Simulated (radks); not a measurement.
Values are calculated unless marked as measured or tabulated.
Problem. Dy III, configuration [Kr] 4d10 4f10.5 5s1.5 5p6 (fractional occupations, a model configuration). Level of theory: Dirac Kohn-Sham, PW91, spin-unpolarised, spherical densities, point nucleus; open shells fill j = l - 1/2 first (a radial shooting solver on a logarithmic mesh with Libxc functionals). Some entries of the table are withheld. Estimate them.

orbital,occ.,eigenvalue (eV),<r^2> (bohr^2),r(max) (bohr)
1s1/2,2,-53621.12,0.0006092,0.01337
2s1/2,2,(1),0.009458,0.07620
2p1/2,2,-8498.074,0.006845,0.05739
2p3/2,4,-7697.504,0.008071,0.06342
3s1/2,2,-1997.987,0.06275,0.2156
3p1/2,2,-1807.526,0.05826,(2)
3p3/2,4,-1641.262,0.06521,(3)
3d3/2,4,-1314.039,0.05169,0.1708
3d5/2,6,-1277.729,0.05363,0.1743
4s1/2,2,-405.1742,0.3176,0.4945
4p1/2,2,-330.0939,0.3332,(4)
4p3/2,4,-293.0131,0.3719,(5)
4d3/2,4,-169.4689,0.4250,0.5302
4d5/2,6,-162.7701,0.4405,0.5390
5s1/2,1.5,-62.9158,(6),1.162
5p1/2,2,-42.7799,2.451,1.270
5p3/2,4,-38.0842,2.805,1.354
4f5/2,6,-16.7355,1.052,0.5389
4f7/2,4.5,-15.8777,1.108,0.5443
6s1/2,0,-14.7831,12.81,3.091
5d3/2,0,-13.9578,7.069,1.909
5d5/2,0,-13.6324,7.382,1.955
6p1/2,0,-10.8468,17.61,3.665
6p3/2,0,-10.2365,19.23,3.830

Solution. 
(1) 2s1/2 eigenvalue (eV): -8934.874
(2) 3p1/2 r(max) (bohr): 0.2030
(3) 3p3/2 r(max) (bohr): 0.2157
(4) 4p1/2 r(max) (bohr): 0.4978
(5) 4p3/2 r(max) (bohr): 0.5248
(6) 5s1/2 <r^2> (bohr^2): 1.914
